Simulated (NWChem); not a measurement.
All runs are NWChem calculations. System: ethylene glycol (C₂H₆O₂), charge 0, spin multiplicity 1, at a geometry optimised with PBE0/def2-SVP. Level: G0W0@PBE/def2-TZVP, RI basis def2-tzvp-rifit.

Output (cleaned and shortened):

```
             Northwest Computational Chemistry Package (NWChem) 7.3.0
             --------------------------------------------------------

                                NWChem Input Module
                                -------------------

 Scaling coordinates for geometry "geometry" by  1.889725989
 (inverse scale =  0.529177249)

                             Geometry "geometry" -> ""
                             -------------------------

 Output coordinates in angstroms (scale by  1.889725989 to convert to a.u.)

  No.       Tag          Charge          X              Y              Z
 ---- ---------------- ---------- -------------- -------------- --------------
    1 O                    8.0000     1.33936700    -0.51402200     0.01674800
    2 C                    6.0000     0.62118500     0.67196700    -0.23696700
    3 C                    6.0000    -0.81800500     0.25908400    -0.45257800
    4 O                    8.0000    -1.30844800    -0.43496700     0.65562800
    5 H                    1.0000     2.20208000    -0.28956300     0.37583800
    6 H                    1.0000     0.67093200     1.36347000     0.62624800
    7 H                    1.0000     1.00371700     1.20794700    -1.12821200
    8 H                    1.0000    -1.44377700     1.15277700    -0.60689900
    9 H                    1.0000    -0.87651000    -0.34787800    -1.38022700
   10 H                    1.0000    -0.62288000    -1.08113900     0.87151500

 Effective nuclear repulsion energy (a.u.)     134.5607680249

            Nuclear Dipole moment (a.u.)
            ----------------------------
        X                 Y               Z
 ---------------- ---------------- ----------------
    -0.0000113384     0.0000151178     0.0000018897


 Summary of "ao basis" -> "" (spherical)
 ------------------------------------------------------------------------------
       Tag                 Description            Shells   Functions and Types
 ---------------- ------------------------------  ------  ---------------------
 *                         def2-tzvp                  on all atoms

 new library libraries.bse/

 Summary of "ri basis" -> "" (spherical)
 ------------------------------------------------------------------------------
       Tag                 Description            Shells   Functions and Types
 ---------------- ------------------------------  ------  ---------------------
 *                      def2-tzvp-rifit               on all atoms

  pbe96 is a nonlocal functional; adding pw91lda local functional.

                                 NWChem DFT Module
                                 -----------------

 Summary of "ao basis" -> "ao basis" (spherical)
 ------------------------------------------------------------------------------
       Tag                 Description            Shells   Functions and Types
 ---------------- ------------------------------  ------  ---------------------
 O                         def2-tzvp                11       31   5s3p2d1f
 C                         def2-tzvp                11       31   5s3p2d1f
 H                         def2-tzvp                 4        6   3s1p

 Summary of "ao basis" -> "ao basis" (spherical)
 ------------------------------------------------------------------------------
       Tag                 Description            Shells   Functions and Types
 ---------------- ------------------------------  ------  ---------------------
 O                         def2-tzvp                11       31   5s3p2d1f
 C                         def2-tzvp                11       31   5s3p2d1f
 H                         def2-tzvp                 4        6   3s1p

            General Information
            -------------------
          SCF calculation type: DFT
          Wavefunction type:  closed shell.
          No. of atoms     :    10
          No. of electrons :    34
           Alpha electrons :    17
            Beta electrons :    17
          Charge           :     0
          Spin multiplicity:     1
          Use of symmetry is: off; symmetry adaption is: off
          Maximum number of iterations: 100
          This is a Direct SCF calculation.
          AO basis - number of functions:   160
[...]
              MO Center= -9.2D-01, -3.8D-02,  1.9D-01, r^2= 2.2D+00
   Bfn.  Coefficient  Atom+Function         Bfn.  Coefficient  Atom+Function
  ----- ------------  ---------------      ----- ------------  ---------------
    99      0.288253   4 O  px              102      0.225910   4 O  px
    68     -0.191539   3 C  px              105      0.159290   4 O  px
   144      0.156704   8 H  s                37      0.144908   2 C  px
   101     -0.144392   4 O  pz               97     -0.142322   4 O  s
   156      0.140636  10 H  s               145      0.139767   8 H  s

 Vector   16  Occ=2.000000D+00  E=-2.431839D-01
              MO Center=  1.1D+00, -7.4D-02, -8.4D-02, r^2= 1.6D+00
   Bfn.  Coefficient  Atom+Function         Bfn.  Coefficient  Atom+Function
  ----- ------------  ---------------      ----- ------------  ---------------
     8      0.394319   1 O  pz               11      0.322149   1 O  pz
    14      0.272164   1 O  pz              138      0.171654   7 H  s
   132     -0.158250   6 H  s                 6     -0.151231   1 O  px
   139      0.151467   7 H  s                39     -0.138397   2 C  pz
   133     -0.125185   6 H  s                 9     -0.124451   1 O  px

 Vector   17  Occ=2.000000D+00  E=-2.216076D-01
              MO Center= -1.0D+00, -2.8D-01,  2.8D-01, r^2= 1.7D+00
   Bfn.  Coefficient  Atom+Function         Bfn.  Coefficient  Atom+Function
  ----- ------------  ---------------      ----- ------------  ---------------
   100      0.290214   4 O  py              101      0.252777   4 O  pz
   103      0.237425   4 O  py              104      0.207020   4 O  pz
   106      0.204145   4 O  py               99      0.181539   4 O  px
   150      0.169375   9 H  s               107      0.167978   4 O  pz
   151      0.162734   9 H  s               102      0.150036   4 O  px

 Vector   18  Occ=0.000000D+00  E=-3.611411D-03
              MO Center=  1.8D+00, -1.7D-02,  4.2D-01, r^2= 4.6D+00
   Bfn.  Coefficient  Atom+Function         Bfn.  Coefficient  Atom+Function
  ----- ------------  ---------------      ----- ------------  ---------------
    36      1.658804   2 C  s               127     -1.236743   5 H  s
   133     -0.887170   6 H  s                 5      0.692222   1 O  s
   139     -0.571849   7 H  s               157     -0.407026  10 H  s
   145     -0.326798   8 H  s                12      0.315042   1 O  px
    44      0.291636   2 C  py               98      0.249795   4 O  s

 Vector   19  Occ=0.000000D+00  E= 3.949982D-02
              MO Center= -4.0D-02,  1.1D+00, -7.8D-01, r^2= 5.7D+00
   Bfn.  Coefficient  Atom+Function         Bfn.  Coefficient  Atom+Function
  ----- ------------  ---------------      ----- ------------  ---------------
    36      2.258225   2 C  s                67      1.928042   3 C  s
   139     -1.658043   7 H  s               145     -1.465167   8 H  s
   133     -1.075806   6 H  s               151     -1.008232   9 H  s
     5     -0.732227   1 O  s                98     -0.601437   4 O  s
    43      0.537865   2 C  px               74     -0.469911   3 C  px

 Vector   20  Occ=0.000000D+00  E= 5.017232D-02
              MO Center= -3.0D-01, -6.4D-01,  1.7D-01, r^2= 5.9D+00
   Bfn.  Coefficient  Atom+Function         Bfn.  Coefficient  Atom+Function
  ----- ------------  ---------------      ----- ------------  ---------------
    67      3.024940   3 C  s                36     -2.254178   2 C  s
   151     -1.590889   9 H  s               157     -1.151012  10 H  s
    98      0.799740   4 O  s                74      0.741784   3 C  px
    76     -0.681795   3 C  pz               43      0.645418   2 C  px
   133      0.635169   6 H  s               127      0.537632   5 H  s

 center of mass
 --------------
 x =  -0.02822023 y =  -0.06046810 z =   0.03742486

 moments of inertia (a.u.)
 ------------------
         122.648427672674          -4.775640711522          32.127146123104
          -4.775640711522         332.858768434871          34.892993927404
          32.127146123104          34.892993927404         349.344027250997

     Multipole analysis of the density
     ---------------------------------

     L   x y z        total         alpha         beta         nuclear
     -   - - -        -----         -----         ----         -------
     0   0 0 0     -0.000000    -17.000000    -17.000000     34.000000

     1   1 0 0      0.886475      0.443243      0.443243     -0.000011
     1   0 1 0      0.407146      0.203565      0.203565      0.000015
     1   0 0 1     -0.101875     -0.050939     -0.050939      0.000002

     2   2 0 0    -18.194563    -87.526842    -87.526842    156.859122
     2   1 1 0      0.101910     -1.880671     -1.880671      3.863252
     2   1 0 1      2.442574      7.804139      7.804139    -13.165704
     2   0 2 0    -18.223819    -31.895501    -31.895501     45.567184
     2   0 1 1     -0.889663      9.891074      9.891074    -20.671811
     2   0 0 2    -18.931050    -27.046061    -27.046061     35.161071

 Task  times  cpu:       86.0s     wall:       86.0s

                                NWChem Input Module
                                -------------------

                                 NWChem GW Module
                                 ----------------

                             ***********************
                             ***        GW       ***
                             ***********************

 Summary of "ri basis" -> "ri basis" (spherical)
 ------------------------------------------------------------------------------
       Tag                 Description            Shells   Functions and Types
 ---------------- ------------------------------  ------  ---------------------
 O                      def2-tzvp-rifit             22       76   8s6p4d3f1g
 C                      def2-tzvp-rifit             22       76   8s6p4d3f1g
 H                      def2-tzvp-rifit              7       15   4s2p1d

                 Memory Information
                 ------------------
          Available GA per process is          1699.8 MBs
          Available stack per process is        700.0 MBs
          Available heap per process is           0.0 MBs

          Peak memory in Initialization
              Peak GA per process is                 10.6 MBs
              Peak stack per process is               0.3 MBs
              Peak heap per process is               11.0 MBs
              Memory not in MA per process            0.0 MBs

          Peak memory in CDGW Calculation
              Peak GA per process is                 13.1 MBs
              Peak stack per process is               2.4 MBs
              Peak heap per process is                3.0 MBs
              Memory not in MA per process            0.0 MBs

          Computing 2-center integrals
          Computing Inverse Cholesky factor
          Computing 3-center integrals
          Computing Vxc

          Computing Sigma_x
          Computing W(iw) on the imaginary grid
          Solving quasiparticle equations

                  Alpha Orbitals
          State     Energy (eV)     Error (eV)
          -----------------------------------
@GW        14        -12.414           0.002
@GW        15        -11.587           0.003
@GW        16        -10.461           0.003
@GW        17         -9.762           0.003
@GW        18          2.584           0.002
@GW        19          3.640           0.001

     GW Timing Statistics
   ------------------------
   Init.   :          0.2s
     ERIs  :          4.0s
     Distr.:          0.0s
     Vxc   :          2.0s
   Vmo     :          0.0s
   iW      :          6.1s
   I_n     :          0.0s
   R_n     :          0.4s
   GW total:         12.7s

 Task  times  cpu:       12.7s     wall:       12.7s

 Total times  cpu:       98.7s     wall:       98.7s
```

Problem. Write an NWChem input that would produce this output.

Solution. Several could match; the one computed here: 
```
start mol
memory heap 200 mb stack 700 mb global 1700 mb
geometry units angstroms nocenter noautoz noautosym
  O      1.339367    -0.514022     0.016748
  C      0.621185     0.671967    -0.236967
  C     -0.818005     0.259084    -0.452578
  O     -1.308448    -0.434967     0.655628
  H      2.202080    -0.289563     0.375838
  H      0.670932     1.363470     0.626248
  H      1.003717     1.207947    -1.128212
  H     -1.443777     1.152777    -0.606899
  H     -0.876510    -0.347878    -1.380227
  H     -0.622880    -1.081139     0.871515
end
basis spherical
  * library def2-tzvp
end
basis "ri basis" bse spherical
  * library def2-tzvp-rifit
end
dft
  xc xpbe96 cpbe96
  iterations 100
  direct
  tolerances tight
end
task dft energy
gw
  method cdgw
  states alpha occ 4 vir 2
end
task dft gw
```
